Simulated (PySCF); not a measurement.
Species: C₂H₇F₅Ge₂Si.
SMILES with atom numbers: `[F:1][C:2]([F:3])([F:4])[C:5]([F:6])([F:7])[SiH2:8][GeH2:9][GeH3:10]` (hydrogens: H11, H12 on Si8; H13, H14 on Ge9; H15, H16, H17 on Ge10)

Computed with PBE0-D3(BJ)/def2-SVP geometry optimisation, gas phase in PySCF 2.14.0.

What internal coordinates does the optimisation give?

| bond | length (bohr) | order |
| --- | --- | --- |
| F1–C2, C2–F3, C2–F4 | 2.510 | single |
| C2–C5 | 2.897 | single |
| C5–F6, C5–F7 | 2.567 | single |
| C5–Si8 | 3.675 | single |
| Si8–Ge9 | 4.493 | single |
| Ge9–Ge10 | 4.579 | single |
| Si8–H11, Si8–H12 | 2.817 | single |
| Ge9–H13, Ge9–H14 | 2.911 | single |
| Ge10–H15, Ge10–H16, Ge10–H17 | 2.906 | single |

Bonds in one row agree within 0.02 bohr and their mean is given. Orders are formal, as drawn. A selection of angles:
| angle | degrees |
| --- | --- |
| F1–C2–F3 | 108.8 |
| F1–C2–F4 | 108.5 |
| F1–C2–C5 | 109.7 |
| F3–C2–C5 | 111.4 |
| C2–C5–F6 | 106.9 |
| C2–C5–Si8 | 116.5 |
| F6–C5–F7 | 107.4 |
| F6–C5–Si8 | 109.8 |
| C5–Si8–Ge9 | 103.8 |
| C5–Si8–H11 | 106.9 |
| Ge9–Si8–H11 | 112.8 |
| H11–Si8–H12 | 110.5 |
| Si8–Ge9–Ge10 | 110.0 |
| Si8–Ge9–H13 | 108.5 |
| Si8–Ge9–H14 | 108.7 |
| Ge10–Ge9–H13 | 110.7 |
| H13–Ge9–H14 | 108.2 |
| Ge9–Ge10–H15 | 109.5 |
| H15–Ge10–H16 | 109.2 |

Torsions: F1–C2–C5–F6 58° (synclinal); C2–C5–Si8–Ge9 167° (antiperiplanar); C5–Si8–Ge9–Ge10 41° (synclinal). The mirror-image conformer, all signs reversed, is as good.

The C–F distances run from 1.324 Å (C2–F3, drawn single) to 1.359 Å (C5–F7, drawn single), a spread of 0.035 Å. Ge10 (germanium bonded to Ge and 3 H) is tetrahedral (angles from 109.2° to 109.7°). Ge9 (germanium bonded to Ge, Si and 2 H) is tetrahedral (angles from 108.2° to 110.7°). Si8 (SiH2 silicon) is distorted tetrahedral (angles from 103.8° to 114.2°).

Point group: C1 (no symmetry element, even within 0.4 Å). Stationary, but not proved a minimum. The numbers are those of one conformer.

Time: 8.0 min wall; peak memory 1.4 GiB. Hardware: one thread of an Arm Neoverse V2, shared host with 96 logical CPUs at a one-minute load of 52. That covers the optimisation of the geometry.
